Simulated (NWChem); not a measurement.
System: C4H6O; SMILES C1=CCOC1

```xyz
11

C      0.0000    -0.6661     1.0365
C      0.0000     0.6661     1.0365
C      0.0000     1.1611    -0.3770
O      0.0000     0.0000    -1.1763
C      0.0000    -1.1611    -0.3770
H      0.0000    -1.3192     1.9110
H      0.0000     1.3192     1.9110
H      0.8892     1.7853    -0.6004
H     -0.8892     1.7853    -0.6004
H      0.8892    -1.7853    -0.6004
H     -0.8892    -1.7853    -0.6004
```
Atoms are numbered in this order, from 1.

All runs: NWChem. STO-3G and 3-21G are far too small for this property and stand as cheap habits. All runs use the structure optimised with PBE0/def2-SVP. GIAO values for the isolated, static molecule; σ is the absolute isotropic shielding, δ = σ(reference) − σ with the isolated reference molecule computed at the same levels (13C: tetramethylsilane, 1H: tetramethylsilane, 17O: water).

**Question.** Predict the results for Hartree-Fock/STO-3G. Quantities: δ C1 (ppm); δ C3 (ppm); δ O4 (ppm); δ H6 (ppm); δ H8 (ppm).

**Answer.** 
```json
{
  "δ C1 (ppm)": "120.5",
  "δ C3 (ppm)": "61.5",
  "δ O4 (ppm)": "-25.7",
  "δ H6 (ppm)": "5.62",
  "δ H8 (ppm)": "2.66"
}
```
